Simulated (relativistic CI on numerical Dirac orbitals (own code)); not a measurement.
A ladder of approximations for the levels of Ti II

Calculated with a relativistic CI code on KLI orbitals (one set per configuration, finite nucleus), adding one ingredient at a time: step 1, Dirac-Coulomb, each configuration alone; step 2, with Breit and QED terms; step 3, with configuration mixing; step 4, with scaled Slater integrals (0.85); step 5, with a P86 correlation estimate; step 6, tied to the ionisation limit. P86 is a density functional for the correlation energy, evaluated here for each configuration and added to its levels. Step 6 is semi-empirical: configurations made of the next ion and one excited electron move by 2960 cm⁻¹, so that their limit matches the tabulated ionisation energy, and those with a non-penetrating f or g electron also take the P86 value of the least penetrating other one.

Configuration list (outside the closed core [Ar]): 3d2 4s, 3d3, 3d 4s2, 3d2 4p, 3d2 4d, 3d2 4f, 3d 4s 4p, 3d2 5s, 3d2 5p, 3d 4s 5p, 3d2 6s, 3d2 5d, 4s2 4p, 3d2 6p, 4s 4p2, 4p3, 4p2 4d, 4p2 4f, 3d 4p2.

Computed minus measured energy above the ground level, in cm⁻¹, for 19 of the 48 excited levels that pair in every step (one J of a term; a digit in brackets numbers repeated terms):

```csv
Configuration,Term,J,Measured,Step 1,Step 2,Step 3,Step 4,Step 5,Step 6
3d2 4s,a 4F,5/2,94,6,-10,-10,-10,-10,-10
3d3,b 4F,3/2,908,3867,3757,3366,3927,895,3851
3d2 4s,a 2F,5/2,4629,3006,2992,1177,441,450,495
3d2 4s,a 2D,3/2,8710,4194,4160,2428,995,738,1041
3d3,a 2G,7/2,8998,6797,6655,5472,4226,1754,4164
3d3,a 4P,1/2,9364,6512,6384,5961,4942,1926,4863
3d2 4s,b 4P,1/2,9873,2609,2601,2427,627,628,635
3d3,b 2D,3/2,12629,8078,7945,7142,5518,3044,5595
3d3,a 2H,9/2,12677,6801,6650,6533,4881,1829,4794
3d2 4s,b 2G,9/2,15257,3382,3333,3635,1252,687,1251
3d3,b 2F,7/2,20892,9620,9470,9072,5895,2926,5839
3d 4s2,c 2D,3/2,24961,4969,5104,-947,-1320,567,961
3d2 4p,z 4G°,5/2,29544,-2088,-2114,-2133,-2041,-1250,1709
3d2 4p,z 4F°,3/2,30836,-1808,-1837,-2060,-2130,-1320,1615
3d2 4p,z 2F°,5/2,31207,-638,-679,-1651,-1806,-970,1936
3d2 4p,z 2D°,3/2,31757,-120,-174,-1781,-1970,-1106,1768
3d2 4s,a 2S,1/2,31788,10119,10106,8494,2724,2778,2787
3d2 4p,z 4D°,1/2,32532,-1266,-1297,-1917,-2196,-1350,1542
3d2 4p,z 2G°,7/2,34543,-245,-292,-514,-1411,-612,2347
```

Mean absolute errors in cm⁻¹, over all paired levels and for the configurations:

```csv
"Configuration, levels",Step 1,Step 2,Step 3,Step 4,Step 5,Step 6
"all, 48",3533,3509,3174,2502,1234,2374
"3d2 4s, 13",3009,2987,2327,766,647,788
"3d3, 15",6508,6362,5839,4756,1883,4703
"3d 4s2, 2",5041,5150,924,1295,586,987
"3d2 4p, 18",1263,1326,1814,2011,1190,1734
```

Measured levels: NIST Handbook of Basic Atomic Spectroscopic Data (Sansonetti and Martin, J. Phys. Chem. Ref. Data 34, 1559 (2005)).

Q: What does each ingredient do to the ground and the excited configurations, and where is the model closest to experiment?

A: Terms of the ground configuration are off by 3009 at first, 2327 with mixing and 766 after scaling, which stands in for the correlation that narrows term splittings. The Breit and QED terms change the top of the ground term (measured 393) from 423 to 351. Mixing lowers the ground level by 18; relative to it the configurations that move most are 3d 4s2 by -6074, 3d3 by -522, 3d2 4p by -489. The P86 estimate moves 3d3 by -2874, 3d 4s2 by +1881, 3d2 4p by +821, and takes the mean absolute error of the excited configurations from 3147 to 1452. Step 6 takes that error from 1452 to 2964; it grows for 3d3, 3d 4s2. The shift fits the limit, so it does little for low levels whose errors differ from those near the limit. The mean absolute error is lowest at step 5 (1234 cm⁻¹), and the largest single drop is from step 4 to 5 (2502 to 1234).
